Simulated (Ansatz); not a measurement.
Al4Sb4H16, a cluster cut from zinc blende AlSb (hydrogen-capped), relaxed as a singlet with RKS PBE-D4/def2-SVP in Ansatz, starting from a model built from a lattice or polyhedron. Force threshold 0.03 eV/Å.

In the def2 sets Sb takes a core potential; there is no spin–orbit coupling.

Start:

| atom | x (Å) | y (Å) | z (Å) |
| --- | --- | --- | --- |
| Al1 | -0.303 | 2.628 | -0.269 |
| Al2 | -0.505 | -0.692 | 2.492 |
| Al3 | 2.495 | -0.676 | -0.634 |
| Al4 | -1.693 | -1.253 | -1.637 |
| Sb5 | 2.209 | 1.959 | -0.878 |
| Sb6 | 1.974 | -1.390 | 1.895 |
| Sb7 | -1.973 | 1.391 | -1.892 |
| Sb8 | -2.209 | -1.949 | 0.855 |
| H9 | -0.415 | 4.167 | -0.402 |
| H10 | -0.585 | 2.224 | 1.189 |
| H11 | -0.821 | -1.139 | 3.990 |
| H12 | -0.706 | 0.795 | 2.357 |
| H13 | 3.959 | -1.084 | -0.972 |
| H14 | 1.521 | -1.405 | -1.548 |
| H15 | -0.238 | -1.644 | -1.983 |
| H16 | -2.675 | -1.961 | -2.572 |
| H17 | 3.282 | 2.750 | 0.165 |
| H18 | 2.532 | 2.422 | -2.511 |
| H19 | 3.081 | -0.607 | 2.948 |
| H20 | 2.182 | -3.094 | 2.071 |
| H21 | -3.604 | 1.836 | -1.480 |
| H22 | -1.645 | 1.858 | -3.517 |
| H23 | -3.833 | -1.492 | 1.294 |
| H24 | -2.030 | -3.643 | 1.040 |

| step | energy (eV) | largest force component (eV/Å) | SCF passes |
| --- | --- | --- | --- |
| 1 | -52773.2580 | 1.342 | 18 |
| 2 | -52774.5638 | 0.441 | 18 |
| 3 | -52774.9122 | 0.115 | 18 |
| 4 | -52775.0364 | 0.054 | 17 |
| 5 | -52775.1011 | 0.031 | 17 |
| 6 (rejected) | -52775.0718 | 0.134 | 17 |
| 7 | -52775.1090 | 0.008 | 18 |
| 8 | -52775.1118 | 0.015 | 18 |

Force components are those of the run's own axes.

End:

Cartesian coordinates in Å:
```
Al -0.310 3.043 -0.386
Al -0.581 -0.909 2.892
Al 2.926 -0.741 -0.651
Al -2.031 -1.397 -1.853
Sb 2.106 1.856 -0.840
Sb 1.888 -1.327 1.805
Sb -1.890 1.328 -1.805
Sb -2.107 -1.856 0.837
H -0.324 4.469 -1.116
H -0.651 2.791 1.157
H -0.757 -1.886 4.149
H -0.799 0.677 2.916
H 4.524 -0.761 -0.547
H 2.057 -1.562 -1.715
H -0.599 -1.908 -2.355
H -3.439 -1.823 -2.484
H 3.240 2.790 0.046
H 2.628 2.383 -2.387
H 2.998 -0.716 2.962
H 2.264 -2.980 2.070
H -3.493 1.897 -1.578
H -1.775 1.804 -3.449
H -3.732 -1.607 1.329
H -2.143 -3.564 1.003
```

By distances, no bond broke or formed. The bond that changes most is Al2–H12, from 1.51 to 1.60 Å (atoms count from 1). A close non-bonded pair moves further: H14–H15, from 1.83 to 2.75 Å.

The force fell under the threshold at step 7, but the optimiser went on and released 0.003 eV more. No frequencies were taken in this run, so the end may be a saddle point.

It took 51 s on 4 threads of Arm Neoverse V1 on a shared host.
